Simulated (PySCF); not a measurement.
Ligands exchanged one at a time, In CH3-H. All species are isolated molecules in the gas phase. Strings in code marks are SMILES.

Calculation: PBE-D3(BJ)/def2-TZVP // M06-2X/def2-TZVP (PySCF). Excitations are Tamm–Dancoff values on a coarser integration grid. The basis has no diffuse functions, so Rydberg states are missing or too high.

| species | T1 excitation (TDA) (eV) | dipole moment (D) |
|---|---|---|
| 0 of 3 CH3 replaced by H (`[CH3][In]([CH3])[CH3]`) | ? | 0.01 |
| 1 of 3 CH3 replaced by H | 3.96 | 0.62 |
| 2 of 3 CH3 replaced by H (`[InH2][CH3]`) | 3.94 | 0.72 |
| 3 of 3 CH3 replaced by H | – | 0.00 |

What belongs in the gaps?


- 0 of 3 CH3 replaced by H (`[CH3][In]([CH3])[CH3]`), T1 excitation (TDA) (eV): 4.11
